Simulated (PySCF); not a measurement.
## Polarisability and C₆ of Cu⁺ (copper, charge +1)

[Ar] 3d10, closed-shell 1S. Computed with PySCF 2.14 in aug-cc-pVTZ-DK, with scalar relativity by spin-free X2C-1e. Coupled (time-dependent) response in atomic units; α is the mean over directions.

```
method  mean α (bohr³)  C₆ (like pair)  S(−4)
   UHF           4.867           14.95  18.00
   PBE           7.280           22.42  59.91
  PBE0           6.397           19.79  40.47
M06-2X           5.716           17.58  29.31
  PW91           7.257           22.40  58.90
```

S(−4) is the Cauchy moment in α(ω) = α(0) + S(−4) ω² + …

α(iu) at M06-2X:

```csv
u (hartree),α(iu) (bohr³)
0,5.716
0.0500,5.644
0.100,5.445
0.200,4.832
0.300,4.189
0.500,3.239
0.750,2.552
1.00,2.120
1.50,1.554
2.00,1.185
3.00,0.7495
5.00,0.3811
```

A single London oscillator, α(iu) = α/(1 + u²/ω²), gives C₆ = (3/4) ω α². Matching the computed C₆ needs ω = 4 × 17.58 / (3 × 5.716²) = 0.717 hartree.

For an ion, C₆ is the dispersion term alone; charge-induced terms of lower order in 1/R come first.
